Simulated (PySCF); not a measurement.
**input.py for NaBe⁻**

File input.py (PySCF 2.14):

```python
from pyscf import gto, dft

mol = gto.M(
    atom='Na 0 0 0; Be 0 0 2.635',
    basis='def2-svpd',
    charge=-1,
    spin=0,
    verbose=3,
)
mf = dft.RKS(mol, xc='olyp')
mf = mf.density_fit(auxbasis='def2-universal-jkfit')
mf.kernel()
mf.dip_moment()
print('orbital energies (hartree):', mf.mo_energy[..., max(0, mol.nelec[1]-3):mol.nelec[0]+3].round(4))
```

```bash
$ OMP_NUM_THREADS=1 python input.py
```

It prints:

```
converged SCF energy = -176.881372513193

WARN: System has nonzero charge -1; the dipole moment is origin-dependent.
Location of origin: [0. 0. 0.]

Dipole moment(X, Y, Z, Debye):  0.00000, -0.00000, -3.68941
orbital energies (hartree): [-0.8818 -0.0492  0.0501  0.0686  0.0686  0.0819]
```

In short: E(SCF) = -176.881373 Eh.

It ran on Intel Xeon 6975P-C (1 thread, shared host) in 1.1 s.

Stability towards an unrestricted solution was not tested. The bond length is a typed value, not an optimised one. The dipole of an ion depends on the origin.
